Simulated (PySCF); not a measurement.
Species: C6H4NP.
Structure used (GFN2-xTB), in Å, numbered top down from 1:
```
atom  x, y, z in Å
C1     2.9424   -0.4619   -1.2122
C2     1.8103   -0.3260   -0.8321
C3     0.4786   -0.1709   -0.3897
C4     0.2361    0.4434    0.8349
C5    -1.0416    0.6297    1.3354
N6    -2.1630    0.2615    0.7389
C7    -2.1563   -0.3348   -0.4258
P8    -0.7990   -0.7767   -1.4348
H9     3.9311   -0.5799   -1.5425
H10    1.0821    0.7870    1.4150
H11   -1.1772    1.1136    2.2948
H12   -3.1424   -0.5859   -0.8079
```

The closed-shell ground state was solved at several levels (PySCF, density fitting, gas phase, non-relativistic).

```json
{"level": "wB97X-D/def2-SVPD", "basis functions": "196", "total energy (Eh)": "-626.6350", "HOMO (eV)": "-9.13", "LUMO (eV)": "-0.73", "gap (eV)": "8.40", "dipole (D)": "1.73"}
{"level": "PBE0/def2-SVPD", "basis functions": "196", "total energy (Eh)": "-626.2850", "HOMO (eV)": "-7.29", "LUMO (eV)": "-2.36", "gap (eV)": "4.93", "dipole (D)": "1.71"}
```

(1) Estimate the row for PBE0/pcSseg-1, a basis of 163 functions; the other rows only guide the guess.

(2) How far do the dipole and the HOMO energy spread over the levels?

Answers

(1) Total energy -626.5362 Eh, HOMO -7.29 eV, LUMO -2.37 eV, gap 4.92 eV, dipole 1.74 D.

(2) The dipole runs from 1.71 to 1.74 D (mean 1.73 D) and the HOMO from -9.13 to -7.29 eV.

Note: wB97X-D ran without an empirical dispersion term, which enters the total energy and its gradient alone.
